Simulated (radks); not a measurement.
Values are calculated unless marked as measured or tabulated.
Question: The mean radii <r> (bohr) of the occupied orbitals of an atom or ion are listed with their occupations. Code: a radial shooting solver on a logarithmic mesh with Libxc functionals. Model: Dirac Kohn-Sham, BLYP, spin-unpolarised, spherical densities, finite nucleus; Fermi nuclear charge, rms radius of each element as measured or else 0.836 A^(1/3) + 0.57 fm.

| orbital | occ. | <r> |
|---|---|---|
| 1s1/2 | 2 | 0.03428 |
| 2s1/2 | 2 | 0.1491 |
| 2p1/2 | 2 | 0.1269 |
| 2p3/2 | 4 | 0.1316 |
| 3s1/2 | 2 | 0.4114 |
| 3p1/2 | 2 | 0.4041 |
| 3p3/2 | 4 | 0.4142 |
| 3d3/2 | 4 | 0.3878 |
| 3d5/2 | 6 | 0.3910 |
| 4s1/2 | 1 | 0.9193 |

Name the element and its charge. Open shells, if any, fill j = l - 1/2 first.

Answer: Z = 43, technetium, charge +14: Tc14+ in [Ar] 3d10 4s1. The 1s radius gives Z: for a bare nucleus <r> = (2 gamma + 1)/(2Z) with gamma = sqrt(1 - (Z/c)^2), 0.03371 bohr for Z = 43, and screening makes it slightly larger (0.03428 here). The occupations add up to 29, and the charge is Z minus that.
